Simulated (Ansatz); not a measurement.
`CC1(I)CO1` from Hartree–Fock to CCSD(T)

Z-matrix (Å, degrees):
```
C
C 1 1.495
H 1 1.093 2 109.1
H 1 1.090 2 110.7 3 -120.3
H 1 1.091 2 110.4 3 119.5
I 2 2.153 1 112.6 3 178.6
C 2 1.456 1 124.3 3 27.5
O 2 1.386 1 117.7 3 -44.0
H 7 1.085 2 119.5 1 152.4
H 7 1.087 2 119.3 1 -2.8
```

Total charge 0; spin multiplicity 1. Correlated methods include outer-core shells of I, which these sets cover unevenly. I: def2 effective core potential. The geometry is a stationary point of PBE0-D4/def2-TZVP. Frozen core, restricted reference, Ansatz 0.2.0.

```
     basis     HF (Eh)  MP2 corr.
  def2-SVP  -487.82745   -0.72220
def2-TZVPP  -488.06124   -1.24179
def2-QZVPP  -488.07130   -1.46300
```

(1) Estimate the CCSD correlation energy and the (T) correction in each basis where they were run (hartree).

## Answers

(1) 
```csv
basis,CCSD corr.,(T)
def2-SVP,-0.75995,-0.02446
def2-TZVPP,-1.23234,-0.04455
```
